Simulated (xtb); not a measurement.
CH3FOZn, SMILES C[O][Zn][F]. All values are semi-empirical tight-binding results from xtb (GFN2-xTB unless named), good for trends rather than for accurate numbers. Geometry: GFN2-xTB. The values are those of a single conformer.

For metal compounds this method's bond lengths and energies can be far off.

Problem. Estimate the properties. (The exact figures need the calculation; the answer reports its results.)

Solution. 
```yaml
point_group_as_xtb_finds_it: Cs
orbital_gap: 2.78 eV
zero_point_energy: 25.6 kcal/mol
G − E(el) at 298.15 K (modified RRHO): 6.5 kcal/mol
```
